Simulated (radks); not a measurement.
Spherical quantum dot in the effective-mass picture: electrons in a well V = -V0 / (1 + exp((r - R)/a)) with V0 = 22.9, R = 1.56, a = 0.08, all in effective atomic units (hartree* = m*/eps^2 hartree, bohr* = eps/m* bohr), one dielectric constant everywhere. Method: non-relativistic Kohn-Sham, LDA (Slater exchange, Perdew-Wang correlation), spin-polarised, spherical densities; computed with a radial shooting solver with Libxc functionals. Levels are named by radial order and angular momentum (1s, 1p, 1d, 2s, ...), and open shells are averaged over m. Results are scaled to m* = 0.437 and eps = 10.7, for which hartree* = 103.9 meV and bohr* = 1.296 nm.

N = 16, configuration 1s2 1p6 1d(up 5, down 3). This is the lowest configuration that the search found. Occupied and some empty levels:

level    occupation  eigenvalue (meV)  <r> (nm)
1s up             1           -827.71     1.251
1s down           1           -820.88     1.248
1p up             3           -685.86     1.391
1p down           3           -678.34     1.390
1d up             5           -481.12     1.490
1d down           3           -473.38     1.490
2s up             0           -278.87     1.084
2s down           0           -274.63     1.085
1f up             0           -223.88     1.568
1f down           0           -216.16     1.569

Energy (meV): total -20114.9, kinetic 6218.8, external -35926, Hartree 10987, exchange-correlation -1395.1.
